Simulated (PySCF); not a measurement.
Excitation energy of Pb⁺ by level of theory

Pb⁺ [Xe] 4f14 5d10 6s2 6p1 (2P) → Pb⁺ [Xe] 4f14 5d10 6s2 6d1 (2D), as a difference of total energies. Computed with PySCF 2.14 in aug-cc-pVQZ-DK3, with the spin-free X2C one-electron Hamiltonian (Gaussian nucleus). Correlated levels: valence: [Xe] 4f14 5d10 frozen. The calculations carry no spin-orbit coupling.

```tsv
method	excitation energy (eV)
UHF	7.524
MP2 (valence)	7.459
SCS-MP2 (valence)	7.476
CCSD (valence)	7.249
CCSD(T) (valence)	7.193
```

Task: How much does correlation contribute at CCSD(T) (valence)?

Result: 7.193 − (7.524) = -0.331 eV, measured against UHF.

Errors of the correlated levels include the incompleteness of this basis and the frozen core.

The coupled-cluster amplitudes are large for the upper state (T1 above 0.03 or a double amplitude above 0.15), so a single reference is strained.

For comparison: 7.425 eV (measured; NIST levels, between the centres of gravity of the two terms).
